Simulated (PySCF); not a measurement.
BF₂, SMILES F[B+]F, charge +1.

Geometry: PBE-D3(BJ)/def2-TZVP.

Calculation: TDDFT-PBE/def2-TZVPD (PySCF).

Vertical excitations; the highest root listed may be one member of a degenerate set. The molecule is in vacuum. State labels are in the subgroup D2h.

Computed excitation energies, oscillator strengths and character:
| state | symmetry | energy (eV) | λ (nm) | f | main pairs |
|---|---|---|---|---|---|
| S1 | B3g | 11.04 | 112 | 0.000 | HOMO→LUMO (degenerate set) |
| S2 | B2g | 11.04 | 112 | 0.000 | HOMO−1→LUMO (degenerate set) |
| S3 | Au | 11.13 | 111 | 0.000 | HOMO−1→LUMO+1 50 %, HOMO→LUMO+2 50 % |
| S4 | Au | 11.31 | 110 | 0.000 | HOMO→LUMO+2, HOMO−1→LUMO+1 (degenerate set) |
| S5 | B1u | 11.31 | 110 | 0.000 | HOMO→LUMO+1, HOMO−1→LUMO+2 (degenerate set) |
| S6 | B1g | 12.53 | 99 | 0.000 | HOMO−2→LUMO+1 50 %, HOMO−3→LUMO+2 50 % |
| S7 | B1g | 12.55 | 99 | 0.000 | HOMO−3→LUMO+2, HOMO−2→LUMO+1 (degenerate set) |
| S8 | Ag | 12.55 | 99 | 0.000 | HOMO−3→LUMO+1, HOMO−2→LUMO+2 (degenerate set) |
| S9 | B2u | 12.61 | 98 | 0.086 | HOMO−3→LUMO (degenerate set) |
| S10 | B3u | 12.61 | 98 | 0.086 | HOMO−2→LUMO (degenerate set) |
| T1 | B1u | 10.41 | 119 | 0 | HOMO→LUMO+1 50 %, HOMO−1→LUMO+2 50 % |
| T2 | B3g | 10.62 | 117 | 0 | HOMO→LUMO (degenerate set) |
| T3 | B2g | 10.62 | 117 | 0 | HOMO−1→LUMO (degenerate set) |
| T4 | B1u | 10.68 | 116 | 0 | HOMO−1→LUMO+2 50 %, HOMO→LUMO+1 50 % |
Triplets are in the Tamm–Dancoff approximation, which puts them higher than full response would, so one can lie above its singlet here.
